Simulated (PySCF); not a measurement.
Relaxed torsion scan: C4H5F3Si, SMILES [Si](CCC#C)(F)(F)F. Scanned: dihedral C2–C3–C4–Si5; all other coordinates were relaxed at GFN2-xTB. Points at φ and −φ are mirror images. Heavy atoms are numbered in the order of the SMILES C#CCC[Si](F)(F)F, hydrogens after them in the order of the atoms that carry them; the mirror image has the same energies with the sign of each dihedral reversed.

RHF/STO-3G = restricted Hartree-Fock/STO-3G // GFN2-xTB run with PySCF; RKS-B3LYP/6-311+G** = restricted B3LYP/6-311+G**, spherical d, density fitting // GFN2-xTB (PySCF); RKS-B3LYP/6-31G* = restricted B3LYP/6-31G*, spherical d, density fitting // GFN2-xTB run with PySCF 2.14.0.

Energies in kcal/mol, each method relative to its own lowest point.

```
φ / °  RHF/STO-3G  RKS-B3LYP/6-311+G**  RKS-B3LYP/6-31G*
-----  ----------  -------------------  ----------------
-160          0.8                  0.7               0.8
-140          2.6                  2.2               2.5
-120          3.6                  3.1               3.6
-100          2.6                  2.4               2.7
-80           0.9                  1.2               1.0
-60           0.1                  0.9               0.3
-40           0.8                  1.8               1.2
-20           2.5                  3.4               2.8
0             3.4                  4.2               3.6
20            2.5                  3.4               2.8
40            0.8                  1.8               1.2
60            0.1                  0.9               0.3
80            0.9                  1.2               1.0
100           2.6                  2.4               2.7
120           3.6                  3.1               3.6
140           2.6                  2.2               2.5
160           0.8                  0.7               0.8
180           0.0                  0.0               0.0
```
